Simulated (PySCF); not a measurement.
B3LYP has the VWN-RPA correlation part, as in Gaussian. Delta-SCF ions had no search for a lower state. Excitations are Tamm–Dancoff values on a coarser integration grid. The basis has no diffuse functions, so Rydberg states are missing or too high.

## C₃H₈OSi, SMILES `C=CCO[SiH3]` (C–C–C–O torsion 0°, C–C–O–Si torsion -180°) (charge 0, multiplicity 1)

All values below come from B3LYP-D3(BJ)/def2-TZVP in PySCF 2.14.0.

```yaml
HOMO: -7.24 eV
dipole_moment: 1.10 D
LUMO: 0.03 eV
HOMO–LUMO gap: 7.26 eV
S1 excitation (TDA): 6.46 eV
S1 oscillator strength: 0.000
brightest of the four lowest singlets (TDA): 7.25 eV
T1 excitation (TDA): 4.53 eV
S1–T1 gap (TDA): 1.93 eV
vertical ionisation energy (Delta-SCF): 9.53 eV
total_energy: -483.9777 Ha
cost: very roughly 4 core-minutes
```

```xyz
13

C     -2.0509    -1.0089     0.0082
C     -1.0878    -1.1606     0.9045
C      0.2038    -0.4087     0.9151
O      0.2810     0.5033    -0.1639
Si     1.5701     1.4864    -0.4446
H     -1.9522    -0.2991    -0.8019
H     -2.9623    -1.5891     0.0625
H     -1.1968    -1.8752     1.7153
H      1.0381    -1.1230     0.8671
H      0.3029     0.1262     1.8703
H      2.8052     0.6901    -0.6592
H      1.2434     2.2667    -1.6537
H      1.8054     2.3918     0.7088
```
Charge 0, spin multiplicity 1.
